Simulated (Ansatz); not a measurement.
Reading a saddle point

A first-order saddle point of CH$_{7}$ClGe, closed shell, PBE0-D4/def2-TZVP, with one imaginary mode of 592i cm⁻¹:

```xyz
10
angstrom
Ge -0.4010 0.4015 -0.9999
C 0.3768 -0.8078 0.7282
H -1.8407 0.8566 -0.8164
H 0.6633 1.2688 -1.6548
H -0.4205 -0.9702 -1.7326
H 0.1993 0.4225 0.8029
Cl -0.0215 2.1900 1.0125
H -0.4777 -1.4810 0.7303
H 1.2182 -1.2019 0.1622
H 0.7038 -0.6784 1.7678
```

Program: Ansatz 0.2.0. Basis: def2-TZVPP and def2-QZVPP. Cores are frozen in the correlated methods. Filled d shells of the heavier atoms are correlated. The def2 sets are not built for correlating such inner shells, so the correlated values are less sure here. Extrapolation: Hartree–Fock as exp(−7.88 √X), correlation as X^−2.97.

Task: Which contacts change along the imaginary mode, and what lies on either side? (Judge from chemistry; the calculation decides.)

Result: By the calculation: The step is CH₆Ge ([CH3][GeH3]) + HCl → GeH₃Cl ([Cl][GeH3]) + CH₄, with the molecules in contact on both sides. Shortening one way: Ge1–Cl7, C2–H6; lengthening the same way: Ge1–C2, H6–Cl7.
| pair | one side (Å) | saddle (Å) | other side (Å) |
| --- | --- | --- | --- |
| Ge1–Cl7 | 4.15 | 2.72 | 2.16 |
| C2–H6 | 3.21 | 1.25 | 1.09 |
| Ge1–C2 | 1.95 | 2.25 | 4.28 |
| H6–Cl7 | 1.29 | 1.79 | 3.09 |

Task: Which side is lower, and how far does the saddle lie above each? (Judge from chemistry; the value comes from the calculation.)

Result: The calculation gives: The side with Ge1–Cl7, C2–H6 short is lower by 0.860 eV; the saddle lies 2.758 eV above it and 1.899 eV above the other (CCSD(T) at an estimated basis limit (MP2 extrapolated from triple and quadruple zeta, plus CCSD(T) − MP2 in triple zeta); electronic energies).

T1 diagnostic: at most 0.011. The end structure is not quite a true minimum (one mode of 26i cm⁻¹).

Labels in which every atom is bracketed show which atoms are joined, not bond orders.

For scale, one of the runs: CCSD(T)/def2-TZVPP, 219 basis functions (an equivalent command: `ansatz run in.yaml --threads 4`). Time: 72 s of wall clock on 4 CPU threads; the host was shared. Peak host memory: 3.2 GiB.
